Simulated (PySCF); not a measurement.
**Ligand-field analysis of [NbCl6]2-**

[NbCl6]2-: Nb(IV) (d1), charge -2. The structure is a PBE0-D3(BJ)/def2-SVP, IEF-PCM water geometry optimised for multiplicity 2; coordination octahedral, point group D2h, metal–donor distances 2.42–2.44 Å.

The d shell alone is too small an active space for [NbCl6]2- (an active orbital has only 0.63 squared overlap with the free ion's shell): its levels, fitted parameters, g values and moments show what this model gives and aren't sound predictions.

```
7

Nb    0.000    0.000    0.000
Cl    0.000    0.000    2.445
Cl    0.000    0.000   -2.445
Cl    2.424   -0.026    0.000
Cl   -2.424    0.026    0.000
Cl   -0.026    2.424    0.000
Cl    0.026   -2.424    0.000
```

Method (PySCF 2.14, density fitting): CASSCF(1,5) with orbitals averaged over all microstates of the shell, strongly contracted NEVPT2 on the averaged canonical orbitals; basis x2c-TZVPall on the metal, x2c-SVPall elsewhere; spin-free X2C; IEF-PCM water; spin-orbit coupling by state interaction with the mean-field operator over all roots.

Spin-free states:

| 2S+1 | deg. | symmetry | cubic parent | free-ion term | CASSCF / cm⁻¹ | NEVPT2 / cm⁻¹ | f(ED) |
| --- | --- | --- | --- | --- | --- | --- | --- |
| 2 | 1 | 2B2g | 2T2g 1.00 | 2D 1.00 | 0 | 0 | – |
| 2 | 1 | 2B3g | 2T2g 1.00 | 2D 1.00 | 138 | 121 | 0 |
| 2 | 1 | 2Ag | 2T2g 1.00 | 2D 1.00 | 217 | 212 | 0 |
| 2 | 1 | 2Ag | 2Eg 1.00 | 2D 1.00 | 23396 | 25014 | 0 |
| 2 | 1 | 2B1g | 2Eg 1.00 | 2D 1.00 | 24265 | 25854 | 0 |

Energies are counted from the ground state at NEVPT2 level. Weights follow the labels. f(ED) is the electric-dipole oscillator strength from the ground state at the fixed geometry, without vibronic coupling; occupations, where given, run over the ligand-field orbitals from the lowest.

## Ligand-field fit

```tsv
cm⁻¹	CASSCF	NEVPT2
10Dq	23712	25323
```

| orbital | CASSCF / cm⁻¹ | NEVPT2 / cm⁻¹ | metal share | main function |
| --- | --- | --- | --- | --- |
| 1 | 0 | 0 | 0.91 | yz 0.50 |
| 2 | 138 | 121 | 0.91 | yz 0.50 |
| 3 | 217 | 212 | 0.91 | xy 1.00 |
| 4 | 23396 | 25014 | 0.76 | z2 1.00 |
| 5 | 24265 | 25854 | 0.76 | x2-y2 1.00 |

ζ = 548 cm⁻¹, against 721 for the free ion.

## Spin-orbit levels

| E / cm⁻¹ | deg. | make-up | g (S′ = 1/2) |
| --- | --- | --- | --- |
| 0.0 | 2 | 0.71 2B2g + 0.22 2B3g + 0.07 2Ag | 0.20 0.28 0.45 |
| 132.6 | 2 | 0.52 2Ag + 0.46 2B3g | 0.11 0.19 0.38 |
| 974.8 | 2 | 0.41 2Ag + 0.33 2B3g + 0.26 2B2g | 1.45 1.95 2.29 |
| 25300.9 | 2 | 1.00 2Ag | 2.00 2.08 2.08 |
| 26140.4 | 2 | 1.00 2B1g | 2.03 2.03 2.11 |

Magnetism:

Degenerate or low-lying orbital states mix with the ground state, so no spin-only Hamiltonian applies. The lowest spin-orbit level is 2-fold, effective g = 0.20, 0.28, 0.45; the next lies at 132.6 cm⁻¹. μeff is 1.16 μB at 300 K and 0.35 μB at 10 K; the spin-only value is 1.73 μB.

| T / K | χT / cm³ K mol⁻¹ | μeff / μB | χT along axes a, b, c |
| --- | --- | --- | --- |
| 2 | 0.011 | 0.30 | 0.00 0.01 0.02 |
| 5 | 0.013 | 0.32 | 0.01 0.01 0.02 |
| 10 | 0.015 | 0.35 | 0.01 0.01 0.03 |
| 20 | 0.020 | 0.40 | 0.01 0.01 0.04 |
| 30 | 0.025 | 0.45 | 0.02 0.01 0.05 |
| 50 | 0.036 | 0.54 | 0.03 0.02 0.06 |
| 75 | 0.049 | 0.62 | 0.04 0.03 0.08 |
| 100 | 0.062 | 0.70 | 0.05 0.04 0.09 |
| 150 | 0.088 | 0.84 | 0.08 0.07 0.12 |
| 200 | 0.115 | 0.96 | 0.11 0.10 0.14 |
| 250 | 0.141 | 1.06 | 0.13 0.13 0.16 |
| 300 | 0.167 | 1.16 | 0.16 0.16 0.19 |

Axes in the frame of the coordinates: a = (-0.71, 0.71, 0.00); b = (0.00, 0.00, 1.00); c = (-0.71, -0.71, 0.00).

Powder magnetisation at 2 K: 0.01 μB at 0.5 T, 0.01 μB at 1 T, 0.02 μB at 2 T, 0.03 μB at 3 T, 0.05 μB at 5 T, 0.07 μB at 7 T.

No frequencies were computed for the optimised geometry. Charge-transfer states lie outside this active space and may come lower than some of these levels. 2B3g (from 2T2g) (121 cm⁻¹), 2Ag (from 2T2g) (212 cm⁻¹) lie within 300 cm⁻¹ of 2B2g (from 2T2g) at NEVPT2 level, inside the method's error: they are parts of one split term, whose order is undecided, and g values and low-temperature moments can hang on it. NEVPT2 on the d shell alone tends to put d–d bands too high for such charged or covalently bound ions.

The job took 17 s on one thread of Arm Neoverse V2 (shared host), with 171 basis functions and a peak of 0.75 GiB, launched as `OMP_NUM_THREADS=1 python lf_run.py task.json out`.
